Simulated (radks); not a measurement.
Question: All-electron atom: Ca III in [Ne] 3s2 3p5 6f1 (not the ground configuration). Method: non-relativistic Kohn-Sham, PBE, spin-polarised, spherical densities, point nucleus; open shells are filled with parallel spins first; computed with a radial shooting solver on a logarithmic mesh with Libxc functionals. Some entries of the table are withheld. Estimate them.

orbital,occ.,eigenvalue (Ry),<r> (bohr)
1s up,1,-291.2147,0.07737
1s down,1,-291.1924,0.07737
2s up,1,-32.62222,0.3665
2s down,1,-32.60369,0.3664
2p up,3,-27.03458,0.3282
2p down,3,-27.00720,0.3282
3s up,1,-5.66019,1.128
3s down,1,-5.55312,1.131
3p up,3,-4.24793,(1)
3p down,2,-4.14541,(2)
6f up,1,-0.23945,14.70

Answer: 
(1) 3p up <r> (bohr): 1.205
(2) 3p down <r> (bohr): 1.211
